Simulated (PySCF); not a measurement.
# Sn₂H₄: fields on a plane

These are results of PBE0 in PySCF with Sn def2-TZVP with ECP28, H def2-TZVP; scalar-relativistic core potentials, no spin–orbit coupling; density-fitted integrals, not measurements.

The singlet minimum has Sn–H 1.765 Å (×2), Sn–H 1.952 Å (×4); H–Sn–H 72.9° (×2), H–Sn–H 90.4° (×4), Sn–H–Sn 107.0° (×2).

The plane holds Sn1 at (0.00, 0.00), Sn2 at (3.14, 0.00), H3 at (1.57, 1.16), H4 at (1.57, -1.15) Å. Columns run from x = -1.95 to 5.55 Å, rows from y = 3.45 (top) to -3.15 Å, in steps of 0.3 Å. Other isomers or separated fragments may lie lower. Core electrons replaced by a potential are absent, the electrostatic potential uses the reduced nuclear charge, and values within about 0.7 Å of such atoms have no physical meaning.

Problem. Give the highest occupied orbital (Å^-3/2) at -6.67 eV (cut at ±0.3; overall sign arbitrary). Every second row and column.

Solution. 
```
 0.00  0.00  0.00  0.00  0.00  0.00  0.00  0.00  0.00  0.00  0.00  0.00  0.00
 0.01  0.01  0.01  0.01  0.00 -0.01 -0.01  0.00  0.00  0.01  0.01  0.01  0.01
 0.02  0.02  0.03  0.02  0.00 -0.02 -0.03 -0.02  0.01  0.03  0.03  0.02  0.01
 0.03  0.06  0.07  0.06  0.01 -0.07 -0.11 -0.04  0.03  0.07  0.07  0.05  0.03
 0.06  0.11  0.16  0.13  0.03 -0.11 -0.25 -0.07  0.06  0.15  0.15  0.10  0.05
 0.08  0.17  0.23 -0.10  0.03 -0.09 -0.13 -0.06  0.02  0.00  0.24  0.14  0.07
 0.09  0.19  0.22 -0.24  0.09 -0.08 -0.12 -0.05  0.07 -0.30  0.25  0.16  0.07
 0.07  0.14  0.20  0.12  0.02 -0.11 -0.18 -0.08  0.05  0.15  0.20  0.12  0.06
 0.04  0.08  0.11  0.08  0.01 -0.10 -0.20 -0.07  0.03  0.10  0.10  0.07  0.04
 0.02  0.03  0.04  0.03  0.00 -0.04 -0.06 -0.03  0.01  0.04  0.04  0.03  0.02
 0.01  0.01  0.02  0.01  0.00 -0.01 -0.02 -0.01  0.00  0.01  0.02  0.01  0.01
 0.00  0.01  0.01  0.00  0.00 -0.01 -0.01  0.00  0.00  0.00  0.01  0.01  0.00
```

Problem. Give the electrostatic potential (V) (cut at 20 V). Lower edges of the bins (V): '0' 0.10, '1' 0.22, '2' 0.41, '3' 0.70, '4' 1.17, '5' 1.91, '6' 3.09, '7' 4.95, '8' 7.90, '9' 12.58; top 20.0.

Solution. 
```
00001110000000000111000000
00111111100000001111111000
01111221110000011122111100
11122222211111112222221100
11223333322222223333322110
12234444434454344444332110
12345565556776555655443210
23456777767998667776543211
23567899888999789998754321
34679999998898899999865321
34689999998778999999975321
35799999999778999999975421
35799999999778999999976421
34689999998778999999975421
34679999998888899999865321
24567899888999789998754321
23456777767998667776653221
22345566556776555665443211
12334444434444344444432211
12233333322222223333322110
11222222211101122222221110
01112221110000011222111100
00111111100000001111111000
```
